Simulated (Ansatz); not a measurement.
Input for Ansatz (a program for electronic structure): U-MP2/def2-TZVPPD on CH3Te (SMILES C[Te]), 2S+1 = 2, atoms moved off the minimum. Elements past Kr take the def2 small-core potentials; no spin–orbit coupling. Files ending in .json are basis or fitting sets from the Basis Set Exchange. The run froze 10 orbitals, filled d shells among them.

Ansatz 0.2 input:
```yaml
crystal:
  periodic: [false, false, false]
  atoms:
    - {symbol: C, position_ang: [-1.85623507, 0.05678690, 0.14631009]}
    - {symbol: Te, position_ang: [0.18232033, 0.12229669, -0.24776518]}
    - {symbol: H, position_ang: [-2.06319730, -0.57695026, -0.57377579]}
    - {symbol: H, position_ang: [-2.13737093, -0.34883452, 1.08581771]}
    - {symbol: H, position_ang: [-2.01085648, 0.98131476, -0.33410203]}
basis:
  gaussian:
    orbitals: def2-TZVPPD.json
magnetization: {spin_polarized: true, initial_magnetization: 1}
correlation: {method: mp2, electrons: outside_noble_gas}
scf: {omitted_lower_state_checks: [cluster_reference]}
output: {forces: true}
```

Program output:

```
WARN ansatz: RAYON_NUM_THREADS=1 ignored (pool sized by the plan → 1); use --threads N
Functional definition: HF
these checks for a lower state are left out or cut short: cluster_reference
integrals: 0.16 GiB planned
1018 factors; integrals over basis functions are off by at most 7.9e-4 eV
mean field: 0.47 GiB planned
mean field evaluation 1: about -8341.2969 eV, gradient 1.6e1 eV
mean field evaluation 2: about -8341.2994 eV, gradient 1.6e1 eV
mean field evaluation 4: about -8342.7358 eV, gradient 2.2e0 eV
mean field evaluation 8: about -8342.7796 eV, gradient 7.0e-3 eV
mean field evaluation 16: about -8342.7292 eV, gradient 1.9e-1 eV
mean field evaluation 32: about -8342.6628 eV, gradient 1.7e-2 eV
mean field -8342.77962393 eV, -306.5914962402 hartree, gradient 1.9e-6 eV, S^2 0.763433; 4 other end points of the search recorded, 0 dependent functions left out
10 core orbitals not correlated
reference -8342.77962393 eV, -306.5914962402 hartree; 7, 6 occupied and 130, 131 virtual orbitals, 1018 factors
densities: 0.54 GiB planned
second order -8.01066286 eV of doubles, -0.00000000 eV of singles
the calculation of the forces begins
Total energy: -8350.79028679 eV, -306.8858826705 hartree
Atom 0 at    -1.856235     0.056787     0.146310 Å, force     1.803733     1.347878     1.639594 eV/Å
Atom 1 at     0.182320     0.122297    -0.247765 Å, force     2.002478    -0.140877     0.218970 eV/Å
Atom 2 at    -2.063197    -0.576950    -0.573776 Å, force    -1.769803    -3.479693    -3.457980 eV/Å
Atom 3 at    -2.137371    -0.348835     1.085818 Å, force    -0.461227     0.774736     0.838306 eV/Å
Atom 4 at    -2.010856     0.981315    -0.334102 Å, force    -1.575181     1.497956     0.761110 eV/Å
Dipole moment:    -0.265966    -0.028318     0.018616 e Å
Checks for a lower state left out: cluster_reference
```

The run converged.

Cost: around 14 core-seconds (rough).
